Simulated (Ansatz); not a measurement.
Mulliken charges of CH₅FSSi₂, SMILES `F[SiH]1[SiH2]CS1` from ωB97M-V/def2-TZVPP in Ansatz (PBE0-D4/def2-TZVP geometry).

```
atom   x (Å)   y (Å)   z (Å)  charge (e)
  F1  -2.684   0.215   0.198      -0.306
 Si2  -1.230   0.599   0.757       0.440
 Si3   0.458  -0.953   0.410       0.101
  C4   0.878   0.149  -1.082      -0.317
  S5  -0.018   1.691  -0.621      -0.158
  H6  -1.488   1.342   2.013      -0.029
  H7   1.526  -0.853   1.440      -0.007
  H8   0.205  -2.390   0.111      -0.018
  H9   0.498  -0.228  -2.032       0.154
 H10   1.939   0.376  -1.191       0.140
```

Task: By hand: the dipole of these point charges (1 e Å = 4.8032 D).

Result: Σ q r = (0.428, -0.185, 0.205) e Å, of length 0.509 e Å = 2.44 D.

Task: How does the dipole of the full density compare? (An estimate is asked.)

Result: Computed: (0.309, -0.243, 0.055) e Å, 1.91 D; the point charges give 1.28 times that, at 21° from its direction.

Point charges leave out the atoms' own dipoles, such as those of lone pairs, and Mulliken's split depends on the basis, so the two needn't agree.
